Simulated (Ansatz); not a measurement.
A series at Ga: from `[OH][Ga]([OH])[OH]`, ligands are replaced one by one, each step taking up NH₃ and setting free H₂O; n counts the steps. Ansatz, PBE0-D4/def2-TZVP geometries. Each molecule was computed in one conformer, which needn't be the lowest.

CBS adds triple-zeta CCSD(T) − MP2 to the MP2 limit, frozen cores; atoms without spin–orbit coupling. Outer-core shells of Ga are correlated without core-valence functions. Scalar relativity is left out up to krypton. Spin–orbit coupling is left out.

| n | molecule | atomization energy, CCSD(T)/CBS (kJ/mol) |
| --- | --- | --- |
| 0 | `[OH][Ga]([OH])[OH]` | 2522.9 |
| 1 | `[NH2][Ga]([OH])[OH]` | 2776.1 |
| 2 | `[NH2][Ga]([NH2])[OH]` | ? |
| 3 | `[NH2][Ga]([NH2])[NH2]` | 3275.7 |

Task: By hand: fit a straight line y = ȳ + b (n − n̄) to the 3 given rows and predict n = 2.

Result: n̄ = 1.333, ȳ = 2858.23; Σ(n − n̄)(y − ȳ) = 1170.27, Σ(n − n̄)² = 4.667, so b = 250.75 kJ/mol a step. Prediction: 2858.23 + (250.75) × (0.667) = 3025.5 kJ/mol.

Task: By hand: compare with the computed value, 3026.7 kJ/mol, and give the steps along the whole series.

Result: The line misses by 1.2 kJ/mol (computed minus predicted). Steps: 253.2, 250.6, 249.0 kJ/mol.

The steps differ by at most 4.2 kJ/mol, 1.7 % of a mean step, so the ligands' effects nearly add and a line is close. The miss is 0.2 % of the series' range. The energies themselves are unsure by some kJ/mol a bond, though much of that is common to the series.
